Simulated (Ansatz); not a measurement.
H$_{6}$O$_{3}$Si$_{2}$ (`O[SiH](O)O[SiH3]`), relaxed with RKS PBE0-D4/def2-TZVP in the Gaussian-basis code of Ansatz from a PBE-D4/def2-SVP geometry. The force threshold is 0.005 eV/Å; the program also tests the step.

The species carries charge 0 and has multiplicity 1.

Start:

```xyz
11

O     1.609    0.688   -1.808
Si    0.999   -0.245   -0.569
O     1.607    0.161    0.936
O    -0.639   -0.003   -0.432
Si   -1.907   -0.132    0.658
H     1.339    1.624   -1.786
H     1.326   -1.647   -0.962
H     2.569    0.061    1.041
H    -2.345   -1.569    0.775
H    -3.048    0.688    0.128
H    -1.511    0.375    2.019
```

(1) By how much does the energy fall, and how many steps does the optimiser take? (Estimate.)

(2) Which bonds change most? (An estimate is asked.)

(3) Give the relaxed structure. (An estimate is asked.)

## Answers

(1) Ansatz gave: 0.13 eV, in 30 steps, 3 of them rejected.

(2) The calculation gave: Si2–O4 from 1.661 to 1.622 Å; O4–Si5 from 1.678 to 1.640 Å; O1–Si2 from 1.666 to 1.631 Å; Si2–O3 from 1.673 to 1.639 Å.

(3) Ansatz gave: 
```xyz
11

O     1.597    0.896   -1.605
Si    0.939   -0.249   -0.647
O     1.547   -0.240    0.875
O    -0.654   -0.009   -0.456
Si   -1.861   -0.072    0.653
H     1.439    1.817   -1.390
H     1.208   -1.519   -1.343
H     2.492   -0.358    0.982
H    -1.806   -1.347    1.414
H    -3.148    0.013   -0.079
H    -1.753    1.069    1.597
```
